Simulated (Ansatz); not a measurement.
`C[NH+](C)[Al-]([F])([F])[F]`. The species carries charge 0 and has multiplicity 1.

```xyz
14

C     0.459   -1.354    0.382
N     0.382    0.107    0.208
C    -0.551    0.732    1.162
Al   -0.098    0.572   -1.657
F    -0.050    2.229   -1.604
F     1.119   -0.173   -2.503
F    -1.604   -0.117   -1.773
H     0.741   -1.612    1.406
H     1.188   -1.759   -0.318
H    -0.518   -1.782    0.158
H     1.308    0.496    0.369
H    -0.278    0.491    2.193
H    -0.542    1.811    1.017
H    -1.555    0.359    0.959
```

Problem. List the harmonic frequencies (cm⁻¹, unscaled) at PBE0-D4/def2-TZVP in Ansatz. (Best estimate.)

Solution. Computed: 48, 116, 119, 204, 207, 228, 238, 259, 291, 344, 419, 518, 674, 871, 876, 935, 1039, 1044, 1089, 1155, 1257, 1288, 1438, 1440, 1467, 1491, 1498, 1505, 1510, 3058, 3059, 3143, 3145, 3170, 3171, 3505.

Problem. Is this a minimum?

Solution. Yes, all 36 modes are real.

Problem. Give the ideal-gas thermochemistry at 298.15 K and 1 bar (rigid rotor, harmonic oscillator; point group Cs, symmetry number 1).

Solution. Zero-point energy 274.1 kJ/mol; H(298) − E = 301.3 kJ/mol; entropy 397.1 J/(mol·K), of which translation 169.5, rotation 118.5, vibration 109.2; G(298) − E = 182.9 kJ/mol. Modes under 100 cm⁻¹ are hindered rotations or soft bends, so the harmonic entropy is rough.

Problem. And at 400, 500, 600, 800 and 1000 K?

Solution. 
| T (K) | H − E (kJ/mol) | S (J/mol/K) | G − E (kJ/mol) |
| --- | --- | --- | --- |
| 400 | 316.8 | 441.6 | 140.2 |
| 500 | 334.4 | 480.7 | 94.0 |
| 600 | 354.0 | 516.4 | 44.1 |
| 800 | 398.0 | 579.6 | -65.6 |
| 1000 | 446.9 | 634.1 | -187.1 |
